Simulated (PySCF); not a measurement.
Be(F)(OH) (BeFHO), SMILES [OH][Be][F]. Geometry optimised at TPSSh-D3(BJ)/def2-TZVP. One conformer was computed; it need not be the lowest.

Question: Give the equilibrium geometry at TPSSh-D3(BJ)/def2-TZVP (PySCF confirms it by a frequency run) as bond lengths and angles, and its point group. (An estimate is asked for; the answer gives what the named calculation found.)

Answer: One answer among several that fit: point group Cs.
Atoms: Be1 F2 O3 H4. Bonded distances (Å): Be1–F2 1.392, Be1–O3 1.424, O3–H4 0.956. Bond angles (°): F2–Be1–O3 177.0, Be1–O3–H4 129.1.
